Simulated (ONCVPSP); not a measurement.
**What the settings do to the ONCV potential of Zr**

Base potential:

zirconium, optimised norm-conserving Vanderbilt (ONCV), made with ONCVPSP 4.0.1 (LDA (Perdew-Zunger), scalar-relativistic). Core [Ar] 3d10, reference 4s2 4p6 4d2 (charge +2). Waves: 4s: rc 2.05 bohr, ncon 4, nbas 7, qcut 6.4 1/bohr, 3 projectors, debl 2.1 Ha; 4p: rc 2.20 bohr, ncon 4, nbas 9, qcut 5 1/bohr, 2 projectors, debl 0.4 Ha; 4d: rc 2.80 bohr, ncon 3, nbas 7, qcut 6.6 1/bohr, 1 projector. Local part: polynomial inside 1.35 bohr (lpopt 5, dvloc0 2 Ha). Core correction: Teter function, fcfact 5.5, rcfact 1.7.

In the s channel the program set the typed energies aside and used -2.540, 0.050, 2.150 Ha. In the p channel the program set the typed energies aside and used -1.729, 0.250 Ha.

All-electron outer shells of the reference configuration (LDA (Perdew-Zunger), scalar-relativistic, ld1.x):

| shell | level (eV) | outermost node (bohr) | outermost maximum (bohr) |
| --- | --- | --- | --- |
| 4s | -69.10 | 0.55 | 1.08 |
| 4p | -47.05 | 0.56 | 1.17 |
| 4d | -17.51 | 0.58 | 1.57 |

Cutoffs, loose and tight: the cutoffs (Ha) at which the residual kinetic energy of the hardest occupied pseudo-wave falls to 1 and 0.1 mHa per electron. They do not see the model core or the augmentation charge, which bear on the density cutoff. Test errors are all-electron minus pseudo excitation energies from the reference, over the configurations 4s2 4p6 4d2 5s2; 4s2 4p6 4d2 5s1; 4s2 4p6 4d1; 4s2 4p6 4d1 5s2. A dash means not determined; rows that change the core or the reference have their own tests.

| change | outcome | cutoff, loose | cutoff, tight | bound ghosts | GHOST(+) flags above zero | largest test error (meV) |
| --- | --- | --- | --- | --- | --- | --- |
| base | generated, projector energies reset by the program | 13 Ha | 16 Ha | none | s | +14 |
| core correction Teter function, fcfact 1.7, rcfact 1.7 | generated, projector energies reset by the program | 13 Ha | 16 Ha | none | s | +20 |
| core correction Teter function, fcfact 2.4, rcfact 1.7 | generated, projector energies reset by the program | 13 Ha | 16 Ha | none | s | +19 |
| core correction Teter function, fcfact 3.8, rcfact 1.7 | generated, projector energies reset by the program | 13 Ha | 16 Ha | none | s | +17 |
| core correction Teter function, fcfact 4.8, rcfact 1.7 | generated, projector energies reset by the program | 13 Ha | 16 Ha | none | s | +15 |
| core correction Teter function, fcfact 5.6, rcfact 1.7 | generated, projector energies reset by the program | 13 Ha | 16 Ha | none | s | +14 |
| core correction Teter function, fcfact 6.5, rcfact 1.7 | generated, projector energies reset by the program | 13 Ha | 16 Ha | none | s | +13 |
| core correction Teter function, fcfact 7.8, rcfact 1.7 | generated, projector energies reset by the program | 13 Ha | 16 Ha | none | s | +12 |

Reading the sweep of the fcfact (base included, trends over the rows without a ghost): The loose cutoff stays near 13 Ha. The median size of the test errors (rows with all tests solved) is not monotonic: lowest 2.4 meV at 3.8, highest 5.9 meV at 7.8.
